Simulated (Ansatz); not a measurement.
CdCl4⁻, that is [CdCl4]2- with one electron fewer. Charge -1, multiplicity 2. Geometry PBE0-D4/def2-SVPD, that of the charge -2 singlet; atoms count from 1.

```xyz
5

Cd   -0.0002   -0.0002    0.0000
Cl   -0.1077   -1.5865   -1.9831
Cl    2.3712    0.0539    0.9144
Cl   -1.5896   -0.8021    1.8142
Cl   -0.6738    2.3349   -0.7455
```

In the def2 sets Cd takes a core potential; there is no spin–orbit coupling.

Estimate the Mulliken populations from the PBE0/def2-TZVPD orbitals of Ansatz.


```csv
atom,charge (e),spin (α − β),d electrons
Cd1,0.98,-0.03,10.04
Cl2,-0.49,0.26,–
Cl3,-0.49,0.26,–
Cl4,-0.49,0.26,–
Cl5,-0.49,0.26,–
```
Mulliken values and Mayer orders depend strongly on the basis. With diffuse functions, as here, like atoms can get unlike values, and bond orders can come out too low or too high.

Where does the spin sit?

Summed by element: Cd -0.03, Cl 1.03, of 1 unpaired in all. Largest on single atoms: Cl3 0.26, Cl5 0.26, Cl4 0.26.

And the Mayer bond orders between bonded heavy atoms (over 0.3)?

Cd1–Cl2 0.47 (2.54 Å); Cd1–Cl3 0.46 (2.54 Å); Cd1–Cl4 0.47 (2.54 Å); Cd1–Cl5 0.46 (2.54 Å).
